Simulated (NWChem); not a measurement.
Molecule: C2H4N2Si; SMILES C1=N[SiH2]N=C1

```xyz
9

C      0.0000     0.7640    -1.2032
N      0.0000     1.3635    -0.0617
Si     0.0000     0.0000     1.1213
N      0.0000    -1.3635    -0.0617
C      0.0000    -0.7640    -1.2032
H      0.0000     1.3253    -2.1647
H     -1.2363     0.0000     1.9670
H      1.2363     0.0000     1.9670
H      0.0000    -1.3253    -2.1647
```
Atoms are numbered in this order, from 1.

Computed with NWChem. All runs use the structure optimised with PBE-D3(BJ)/def2-SVP. B3LYP is NWChem's, with the RPA form of VWN correlation. Ions are spin-unrestricted doublets at the neutral geometry; other ion states weren't tried.

Problem. Order these by “−ε(HOMO) (eV)”, lowest first: LRC-wPBEh/def2-SVP; CAM-B3LYP/def2-SVP; PBE/def2-SVP; B3LYP/def2-SVP.

Solution. PBE/def2-SVP (6.27), B3LYP/def2-SVP (7.49), CAM-B3LYP/def2-SVP (9.15), LRC-wPBEh/def2-SVP (9.65)
